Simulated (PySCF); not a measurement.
C4H6OS, SMILES O=C1CC[C@@H]1S.

The structure is a stationary point at PBE-D3(BJ)/def2-SVP. The structure was generated by enumeration; whether it is a known compound was not checked. One conformer was computed; it need not be the lowest.

Vertical ionisation energy (IE) and electron affinity (EA) in eV. Rows of orbital energies are one-electron estimates. Where ΔSCF, EOM or ADC give a negative EA the extra electron is unbound and the value depends on the basis.

| level | IE | EA |
|---|---|---|
| −ε(HOMO), −ε(LUMO), M06-2X/def2-TZVP (PySCF) | 8.22 | 0.10 |
| −ε(HOMO), −ε(LUMO), PBE/def2-TZVP (PySCF) | 5.72 | 2.22 |
